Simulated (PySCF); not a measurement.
C3H5NOSi, SMILES C=C[SiH2]OC#N. Atoms are numbered in the order given.

```xyz
11

C     -1.1723    -2.2804     0.0000
C      0.1608    -2.0784     0.0000
Si     0.9388    -0.3915     0.0000
O     -0.4257     0.6923     0.0000
C     -0.3577     1.9797     0.0000
N     -0.3380     3.1573     0.0000
H     -1.8852    -1.4389     0.0000
H     -1.6049    -3.2952     0.0000
H      0.8361    -2.9546     0.0000
H      1.7488    -0.0980     1.2279
H      1.7488    -0.0980    -1.2279
```

The structure is a stationary point at PBE-D3(BJ)/def2-SVP. This is a generated structure with no PubChem entry under its InChIKey; it may be hypothetical. One conformer was computed; it need not be the lowest.

Two levels are set side by side: PBE/pcSseg-1 (PySCF) and PBE0/pcSseg-1 (PySCF). GIAO shifts against H2O (¹⁷O), NH3 (¹⁵N), TMS (²⁹Si), TMS (¹H), TMS (¹³C) at the same level; non-relativistic, no solvent, atoms listed together averaged. Differences are taken from unrounded values.

```
quantity                  PBE0
-----------------------  -----
δ(¹³C) of C1 (ppm)       155.2
δ(¹³C) of C2 (ppm)       135.6
δ(²⁹Si) of Si3 (ppm)      -0.4
δ(¹⁷O) of O4 (ppm)        46.6
δ(¹³C) of C5 (ppm)       119.3
δ(¹⁵N) of N6 (ppm)       193.5
δ(¹H) of H7, H8 (ppm)     7.19
δ(¹H) of H9 (ppm)         6.45
δ(¹H) of H10, H11 (ppm)   5.78
```

### Question
What does PBE give, and how far is it from PBE0? (Estimate from the structure and the level; the computed values follow.)

### Answer

```json
[
 {"quantity": "δ(¹³C) of C1 (ppm)", "PBE": "151.9", "PBE minus PBE0": "-3.3"},
 {"quantity": "δ(¹³C) of C2 (ppm)", "PBE": "135.3", "PBE minus PBE0": "-0.3"},
 {"quantity": "δ(²⁹Si) of Si3 (ppm)", "PBE": "-0.1", "PBE minus PBE0": "0.3"},
 {"quantity": "δ(¹⁷O) of O4 (ppm)", "PBE": "54.9", "PBE minus PBE0": "8.3"},
 {"quantity": "δ(¹³C) of C5 (ppm)", "PBE": "114.7", "PBE minus PBE0": "-4.5"},
 {"quantity": "δ(¹⁵N) of N6 (ppm)", "PBE": "190.1", "PBE minus PBE0": "-3.4"},
 {"quantity": "δ(¹H) of H7, H8 (ppm)", "PBE": "7.09", "PBE minus PBE0": "-0.10"},
 {"quantity": "δ(¹H) of H9 (ppm)", "PBE": "6.46", "PBE minus PBE0": "0.01"},
 {"quantity": "δ(¹H) of H10, H11 (ppm)", "PBE": "5.96", "PBE minus PBE0": "0.19"}
]
```

Rough cost on one machine, each run with all the roots and properties that it gave: PBE0 against PBE within a factor of 2.
